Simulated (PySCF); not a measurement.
Worked example: oscillator strength and radiative lifetime

CH5FOSi, SMILES C[Si@H](O)F.

Geometry: B3LYP-D3(BJ)/def2-SVP. The structure was generated by enumeration; whether it is a known compound was not checked. The values are those of a single conformer.

PySCF with TDA-B3LYP/def2-SVPD puts the first singlet state with f over 0.02 at 7.65 eV (vertical), with the transition dipole (-0.282, -0.200, 0.241) in atomic units.

Q: Find the oscillator strength, the wavelength and the radiative lifetime that this transition would have in vacuum if emission retraced absorption.

A: 
|μ|² = 0.1776 au, so |μ| = 1.07 D. ΔE = 7.65/27.211 = 0.2811 hartree. f = (2/3) ΔE |μ|² = 0.033 (the program prints 0.033).
λ = 1239.84/7.65 = 162 nm; ν = 61701 cm⁻¹.
Einstein's coefficient A = 0.6670 ν² f s⁻¹ (ν in cm⁻¹) = 8.5e7 s⁻¹, so τ = 1/A = 12 ns. This state is S1. The figure is the radiative limit of this one transition; relaxation, internal conversion, crossing to triplets and a medium change what is measured.
